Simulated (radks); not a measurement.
These are the eigenvalues of the occupied orbitals of an atom or ion with whole-number occupations (eV). All-electron calculation, scalar-relativistic Kohn-Sham, BLYP, spin-unpolarised, spherical densities, finite nucleus; Fermi nuclear charge, rms radius of each element as measured or else 0.836 A^(1/3) + 0.57 fm. Program: a radial shooting solver on a logarithmic mesh with Libxc functionals.

1s: -742.2656
2s: -91.1048
2p: -72.8442

Which element is it, and in what charge state? The configuration may be excited.

Answer. Z = 9, fluorine, charge +3: F3+ in [He] 2s2 2p2. The list shows which subshells hold electrons but not how many an open one holds; the 1s level, -27.278 hartree, gives Z - s = 7.4 by -(Z - s)^2/2, which with screening and relativity narrows Z to a few neighbours, and the depths of the outer levels then fix element, charge and occupations together.
